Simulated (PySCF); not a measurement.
Fe⁺: ionisation energy

Fe⁺ [Ar] 3d6 4s1 (6D) → Fe²⁺ [Ar] 3d6 (5D), as a difference of total energies. Computed with PySCF 2.14 in x2c-TZVPall, with scalar relativity by spin-free X2C-1e. Correlated levels: valence: [Ar] frozen. The calculations carry no spin-orbit coupling.

```tsv
method	ionisation energy (eV)	difference from reference (eV)
UHF	15.304	-0.895
B3LYP	16.699	+0.500
PBE	16.830	+0.631
MP2 (valence)	15.759	-0.440
SCS-MP2 (valence)	15.564	-0.635
```

Reference: 16.199 eV (measured; NIST Atomic Spectra Database, ionization energies).

The reference lies between the lowest fine-structure levels, while these numbers refer to the centres of the terms.

Errors of the correlated levels include the incompleteness of this basis and the frozen core.
